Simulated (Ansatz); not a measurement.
Compare A (`C[SiH2]OC(F)F`) with its isomer B (`C[Si](F)(F)CO`).

Isolated molecules relaxed with PBE0-D4/def2-TZVP in Ansatz; ΔE leaves out vibrations. CBS: MP2 limit from def2 TZ/QZ plus the TZ coupled-cluster correction, frozen cores. DFT in def2-TZVPP. B3LYP here is the variant with VWN-RPA as its local correlation; programs differ in this. Each species was taken in one conformer, which may not be the lowest.

Question: Which is lower in electronic energy at CCSD(T)/CBS, and by how much? (An estimate is asked.)

Answer: The calculation gave: B, by 63.9 kcal/mol.

Question: Give E(B) − E(A) in kcal/mol with MP2/def2-TZVPP, PBE-D4, CCSD(T)/def2-TZVPP, B3LYP-D4, PBE0-D4, B3LYP, ωB97M-V. (An estimate is asked.)

Answer: Computed: MP2/def2-TZVPP -64.1, PBE-D4 -58.8, CCSD(T)/def2-TZVPP -61.2, B3LYP-D4 -60.7, PBE0-D4 -59.5, B3LYP -60.1, ωB97M-V -60.7. None reverses the order clearly.

Largest T1 diagnostic: 0.012.

In def2-TZVPP, CCSD(T) changes the Hartree–Fock value by −4.2 kcal/mol (the triples alone add +0.2 kcal/mol) and MP2 by −7.0 kcal/mol. From PBE to PBE0 (25 % exact exchange), in def2-TZVPP and without D4, E(B) − E(A) moves by −0.7 kcal/mol.
